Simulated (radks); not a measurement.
The numbers below are computed, except where a source is named.
Numerical settings for the manganese ion Mn3+, [Ar] 3d4. Level of theory: scalar-relativistic Kohn-Sham, PBE, spin-polarised, spherical densities, finite nucleus; open shells are filled with parallel spins first; Fermi nuclear charge, rms radius 3.7057 fm (a radial shooting solver on a logarithmic mesh with Libxc functionals). The defaults (mesh step 0.008 in ln r, mesh end at 40 bohr or more with all orbitals vanishing there, Anderson mixing 0.5 over 9 steps, residual threshold near 1e-9 with the energy settled to 1e-9 hartree or 1e-11 of itself, here a cap of 87 iterations) give E = -1156.3761 hartree and 3d at -42.845 eV in 16 iterations. Run on one thread of a shared host, so times are rough (Arm Neoverse V2): 0.12 s of CPU time, 0.12 s wall, 16 iterations on 2189 mesh points. Changes against that run (0 stands for a change within the tolerance of the run):

setting                     iterations  converged  E (mhartree)  e(3d) (meV)  CPU (s)
mesh step in ln r 0.003             33        yes             0            0      0.5
mesh step in ln r 0.02              15        yes             0            0     0.05
mesh step in ln r 0.12               2         no      diverged            -     0.01
mesh end (bohr) 8                   16        yes             0            0     0.11
mesh end (bohr) 20                  16        yes             0            0     0.12
residual threshold 1e-16            87         no             0            0     0.34
residual threshold 0.001            10        yes             0       -0.264     0.09
mixing 1                            17        yes             0            0     0.12
linear mixing, mixing 0.05          87         no        +0.035         -208     0.61
linear mixing, mixing 0.2           87        yes             0            0     0.52
mixing history 2                    34        yes             0            0      0.2
iteration cap 3                      3         no         +19.9    -1.05e+03     0.03

No run marked as converged misses the energy by more than 1 mhartree. A mesh that ends early acts as a hard wall.
